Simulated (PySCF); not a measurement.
## Where the electron goes

Compound: C₇H₄ClFO.
Z-matrix (Å and degrees, PBE0-D3(BJ)/def2-SVP geometry), rows numbered from 1:
```
O 
C   1  1.1876
Cl  2  1.7905  1  119.54
C   2  1.4794  1  125.63  3   179.99
C   4  1.4002  2  123.79  1  -178.80
C   5  1.3888  4  120.33  2   179.68
C   6  1.3912  5  118.94  4     0.08
F   7  1.3255  6  119.05  5  -179.92
C   7  1.3929  6  121.91  5     0.07
C   9  1.3869  7  118.71  6    -0.17
H   5  1.0904  4  119.47  2    -0.21
H   6  1.0910  5  121.65  4  -179.87
H   9  1.0912  7  119.43  6   179.86
H  10  1.0916  4  118.74  2     0.24
```

Theory: TDDFT PBE0/def2-SVPD, vertical, gas phase, core orbitals frozen in the response (PySCF 2.14.0, density-fitted response routines).

Kohn–Sham orbitals with the atoms that hold most of them (Löwdin shares over 4%, at most four atoms; ? is withheld):

```json
{"orbital": "LUMO+2", "ε (eV)": "0.29", "atoms": "Cl3 43%, C2 21%, O1 6%, H11 5%"}
{"orbital": "LUMO+1", "ε (eV)": "-1.21", "atoms": "C5 20%, C9 19%, C10 18%, C6 18%"}
{"orbital": "LUMO", "ε (eV)": "-2.33", "atoms": "?"}
{"orbital": "HOMO", "ε (eV)": "-8.04", "atoms": "?"}
{"orbital": "HOMO-1", "ε (eV)": "-8.37", "atoms": "C9 22%, C5 20%, C10 20%, C6 19%"}
{"orbital": "HOMO-2", "ε (eV)": "-8.72", "atoms": "O1 53%, Cl3 31%, C2 7%, C4 4%"}
{"orbital": "HOMO-3", "ε (eV)": "-9.46", "atoms": "Cl3 73%, C2 9%, O1 6%, C4 5%"}
```

Problem. Give the leading atoms of the HOMO.

Solution. C4 (bonded to 3 C) 22%; C7 (bonded to 2 C and F) 19%; C6 (bonded to 2 C and H) 11%; F8 (bonded to C) 11%. By element: carbon 52% or more, fluorine 11%.

Problem. Which atoms hold the LUMO, and with what shares?

Solution. C2 (bonded to C, Cl and O) 22%; O1 (bonded to C) 18%; C7 (bonded to 2 C and F) 12%; C4 (bonded to 3 C) 10%. By element: carbon 44% or more, oxygen 18%.

Problem. How does S1 compare with the orbital gap of 5.70 eV?

Solution. S1 is at 4.60 eV (f = 0.0001), 1.11 eV below the gap, made of HOMO-2→LUMO (94%). Its leading pair isn't HOMO and LUMO; the energies of that pair differ by 6.38 eV. 

Problem. Give energy, strength and leading configuration of S1, S2 and S3, and follow the Löwdin shares of the leading atoms from the occupied to the empty orbital.

Solution. 
- S1 (4.60 eV, f 0.0001), HOMO-2→LUMO (94%): O1 53% → 18%, Cl3 31% → at most 11%, C2 7% → 22%
- S2 (4.93 eV, f 0.0082), HOMO-1→LUMO (78%): C9 22% → at most 11%, C5 20% → at most 11%, C2 at most 20% → 22%, O1 at most 20% → 18%
- S3 (5.11 eV, f 0.306), HOMO→LUMO (93%): C4 22% → 10%, C7 19% → 12%, C2 at most 11% → 22%, O1 at most 11% → 18%

Löwdin shares depend on the basis, the more so with diffuse functions.

One conformer stands for the species.
